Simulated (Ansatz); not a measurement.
The cluster Zn2Br3, relaxed as a doublet with UKS PBE-D4/def2-SVP in Ansatz, starting from the GFN1-xTB geometry. Force threshold 0.02 eV/Å.

Another isomer (doublet) lies 0.45 eV lower at PBE0-D4/def2-TZVP; other spin states weren't run for this one.

Start:

```xyz
5

Zn   -0.738    0.204    0.834
Zn    0.804   -0.231   -1.007
Br   -2.912   -0.319    0.183
Br    2.408   -0.667   -2.683
Br    0.438    1.013    2.672
```

```
step   energy (eV)  largest force component (eV/Å)  SCF passes
   1  -306896.8854                           0.744          20
   2  -306896.9691                           0.281          21
   3  -306896.9916                           0.125          24
   4  -306896.9968                           0.052          18
   5  -306896.9991                           0.053          19
   6  -306897.0222                           0.120          19
   7  -306897.0652                           0.248          19
   8  -306897.1148                           0.379          19
   9  -306897.1557                           0.311          19
  10  -306897.2010                           0.294          23
  11  -306897.2142                           0.090          19
  12  -306897.2169                           0.029          19
  13  -306897.2170                           0.017          14
```

Force components are those of the run's own axes.

End:

| atom | x (Å) | y (Å) | z (Å) |
| --- | --- | --- | --- |
| Zn1 | -1.189 | -0.008 | 0.408 |
| Zn2 | 1.072 | -0.094 | -0.647 |
| Br3 | -3.428 | -0.197 | 0.690 |
| Br4 | 2.714 | -0.429 | -2.172 |
| Br5 | 0.831 | 0.728 | 1.721 |

Bonds formed: Zn2–Br5 (atoms count from 1).

No frequencies were taken in this run, so the end may be a saddle point.

Hardware: 4 threads of Arm Neoverse V1 on a shared host. Wall time 38 s.
